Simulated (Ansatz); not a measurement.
Geometry optimisation of Fe₃⁺.

```yaml
crystal:
  periodic: [false, false, false]
  atoms:
    - {symbol: Fe, position_ang: [0.533170, 1.214650, -0.179010]}
    - {symbol: Fe, position_ang: [-0.837520, -0.220130, 1.021630]}
    - {symbol: Fe, position_ang: [0.304350, -0.994530, -0.842620]}
basis:
  gaussian: {orbitals: def2-TZVP}
total_charge: 1
magnetization: {spin_polarized: true, initial_magnetization: 9}
hamiltonian: {xc: pbe0, dispersion: d4}
scf: {lower_state_search: "off"}
output: {orbitals: {seedname: orbitals}}
relax: {f_tol: 0.02, max_steps: 100}
```

```sh
$ ansatz run in.yaml --threads 2 --pin off --events-out ev --progress --plain --max-ram 4352MiB
```

Output, abridged:

```
Functional definition: PBE0
mean field -103135.96476701 eV, -3790.1767971200 hartree, gradient 2.4e-6 eV, S^2 24.983271; 0 other end points of the search recorded, 0 dependent functions left out
relax step   1: F+E_penalty+E_count = -103136.03451816 eV  Δ(F+E_penalty+E_count) = +0.000e0 eV  max|allowed force component| = 7.769e-1 eV/Å  Δτ_max = 0.0000 Å  (210 SCF iters, accepted)
mean field -103136.01086689 eV, -3790.1784912593 hartree, gradient 2.2e-6 eV, S^2 24.972196; 0 other end points of the search recorded, 0 dependent functions left out
relax step   2: F+E_penalty+E_count = -103136.08055479 eV  Δ(F+E_penalty+E_count) = -4.604e-2 eV  max|allowed force component| = 4.549e-1 eV/Å  Δτ_max = 0.0229 Å  (57 SCF iters, accepted)
mean field -103136.03945787 eV, -3790.1795419582 hartree, gradient 3.1e-6 eV, S^2 24.951335; 0 other end points of the search recorded, 0 dependent functions left out
relax step   3: F+E_penalty+E_count = -103136.10901830 eV  Δ(F+E_penalty+E_count) = -2.846e-2 eV  max|allowed force component| = 7.028e-3 eV/Å  Δτ_max = 0.0407 Å  (64 SCF iters, accepted)
Total energy: -103136.10905161 eV, -3790.1820994811 hartree
Atom 0 at     0.558289     1.272567    -0.187141 Å, force    -0.002893    -0.007028     0.000780 eV/Å
Atom 1 at    -0.876823    -0.230468     1.069570 Å, force     0.004489     0.001145    -0.005491 eV/Å
Atom 2 at     0.318534    -1.042109    -0.882429 Å, force    -0.001596     0.005883     0.004711 eV/Å
Dipole moment:     0.000017     0.000006    -0.000020 e Å
Checks for a lower state left out: stability, starts, cluster_reference, orbital_swaps, neighbouring_geometries, increment
```

Run time 38 s (2 threads of Arm Neoverse V2 on a shared host), peak host memory 0.59 GiB.

The charge 1 multiplicity 10 is spin-contaminated (final ⟨S²⟩ up to 24.95, 24.75 for a pure state). The structure comes from a short search, and lower isomers may exist.
